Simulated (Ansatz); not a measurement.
# What each rung costs, and what it gives

The pair of HBr (SMILES Br, atoms 1–2) and SiH$_{3}$F (SMILES [SiH3]F, atoms 3–7), both closed shells, in one local arrangement (a lower one may exist), relaxed at PBE0-D4/def2-TZVP:

Br1  (0.532, -0.113, -3.360)
H2  (-0.244, -0.267, -2.175)
Si3  (-0.030, 0.089, 1.149)
F4  (-0.856, -0.301, -0.178)
H5  (-0.950, -0.041, 2.301)
H6  (0.440, 1.483, 0.996)
H7  (1.108, -0.850, 1.266)
(Å)

Interaction energies are counterpoise-corrected; the time is that of the whole pair.

Computed with Ansatz 0.2.0 (basis: as named in each row); correlated methods freeze the cores. Filled d shells of the heavier atoms are correlated. The def2 sets are not built for correlating such inner shells, so the correlated values are less sure here. B3LYP uses VWN-RPA correlation. Extrapolation: Hartree–Fock as exp(−7.88 √X), correlation as X^−2.97.

Times are rough, for one single point on 4 threads of a shared host (Intel Xeon Platinum 8375C).

The estimate by CCSD(T) at an estimated basis limit (MP2 extrapolated from triple and quadruple zeta, plus CCSD(T) − MP2 in triple zeta) is -10.5 kJ/mol.

```json
{"method": "HF", "basis": "STO-3G", "time (s)": "under 1", "interaction energy (kJ/mol)": "-3.0", "method less estimate": "7.5"}
{"method": "SPW92", "basis": "def2-SVP", "time (s)": "under 1", "interaction energy (kJ/mol)": "-17.1", "method less estimate": "-6.6"}
{"method": "PBE-D4", "basis": "STO-3G", "time (s)": "under 1", "interaction energy (kJ/mol)": "-14.8", "method less estimate": "-4.3"}
{"method": "PBE-D4", "basis": "def2-SVP", "time (s)": "under 1", "interaction energy (kJ/mol)": "-12.1", "method less estimate": "-1.6"}
{"method": "B3LYP-D4", "basis": "6-31G", "time (s)": "under 1", "interaction energy (kJ/mol)": "-17.0", "method less estimate": "-6.5"}
{"method": "PBE0-D4", "basis": "def2-SVP", "time (s)": "under 1", "interaction energy (kJ/mol)": "-12.7", "method less estimate": "-2.2"}
{"method": "PBE-D4", "basis": "def2-TZVPPD", "time (s)": "2", "interaction energy (kJ/mol)": "-11.0", "method less estimate": "-0.5"}
{"method": "revPBE-D4", "basis": "def2-TZVPPD", "time (s)": "2", "interaction energy (kJ/mol)": "-8.7", "method less estimate": "1.8"}
{"method": "CCSD(T)", "basis": "def2-SVP", "time (s)": "2", "interaction energy (kJ/mol)": "-7.0", "method less estimate": "3.5"}
{"method": "wB97M-V", "basis": "def2-SVP", "time (s)": "2", "interaction energy (kJ/mol)": "-11.0", "method less estimate": "-0.5"}
{"method": "BLYP-D4", "basis": "def2-TZVPPD", "time (s)": "2", "interaction energy (kJ/mol)": "-10.0", "method less estimate": "0.6"}
{"method": "HSE06-D4", "basis": "def2-TZVPPD", "time (s)": "2", "interaction energy (kJ/mol)": "-11.0", "method less estimate": "-0.5"}
{"method": "PBE0-D4", "basis": "def2-TZVPPD", "time (s)": "2", "interaction energy (kJ/mol)": "-11.0", "method less estimate": "-0.5"}
{"method": "B3LYP-D4", "basis": "def2-TZVPPD", "time (s)": "2", "interaction energy (kJ/mol)": "-10.9", "method less estimate": "-0.4"}
{"method": "r2SCAN-D4", "basis": "def2-TZVPPD", "time (s)": "3", "interaction energy (kJ/mol)": "-10.4", "method less estimate": "0.1"}
{"method": "B97M-V", "basis": "def2-TZVPPD", "time (s)": "4", "interaction energy (kJ/mol)": "-9.7", "method less estimate": "0.8"}
{"method": "B2PLYP", "basis": "def2-TZVPPD", "time (s)": "4", "interaction energy (kJ/mol)": "-7.9", "method less estimate": "2.6"}
{"method": "wB97X-V", "basis": "def2-TZVPPD", "time (s)": "5", "interaction energy (kJ/mol)": "-9.9", "method less estimate": "0.6"}
{"method": "wB97M-V", "basis": "def2-TZVPPD", "time (s)": "6", "interaction energy (kJ/mol)": "-9.6", "method less estimate": "0.9"}
{"method": "MP2", "basis": "def2-QZVPPD", "time (s)": "11", "interaction energy (kJ/mol)": "-10.4", "method less estimate": "0.1"}
{"method": "CCSD(T)", "basis": "def2-TZVPPD", "time (s)": "45", "interaction energy (kJ/mol)": "-8.9", "method less estimate": "1.6"}
```

The T1 diagnostic stays at or below 0.012.
